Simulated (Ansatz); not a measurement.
Reaction (homolysis of the Si–Zn bond): `[SiH3][Zn][Cl]` → `[SiH3]`• + `[Cl][Zn]`•

Gas-phase electronic energies from Ansatz, PBE0-D4/def2-TZVP geometries. CBS: MP2 limit from def2 TZ/QZ plus the TZ coupled-cluster correction, frozen cores. This one scheme is used for every species. No spin–orbit coupling; open shells (•) take unrestricted orbitals. For Zn outer-core shells are correlated without core-valence functions, which leaves a few kJ/mol of doubt a bond. Scalar relativity is left out up to krypton.

| species | CCSD(T)/CBS(def2) energy (Eh) |
| --- | --- |
| `[SiH3][Zn][Cl]` | -2529.09474 |
| `[SiH3]`• | -290.80808 |
| `[Cl][Zn]`• | -2238.17054 |

**Question.** Work out ΔE.

**Answer.** ΔE = (-290.80808) + (-2238.17054) − (-2529.09474) = 0.11612 Eh = +304.9 kJ/mol.

Largest T1 diagnostic among the species: 0.017.

At CCSD(T), def2-SVP lies −23.4 kJ/mol from the extrapolated value and def2-TZVPP −18.8 kJ/mol: correlation converges slowly with the basis, and small sets miss more of it in the bonded molecule than in its fragments. Leaving LDA and LC-ωPBE aside and taking each functional with its dispersion term where it has one, the values, not all of them listed here, spread over 30.9 kJ/mol, from revPBE-D4 to ωB97X-V. LDA lies +48.3 kJ/mol from PBE without D4, its usual overbinding. From r2SCAN to r2SCAN0 (25 % exact exchange), in def2-TZVPP and without D4, ΔE moves by −5.7 kJ/mol: exact exchange takes away binding that semilocal exchange gives to molecules.
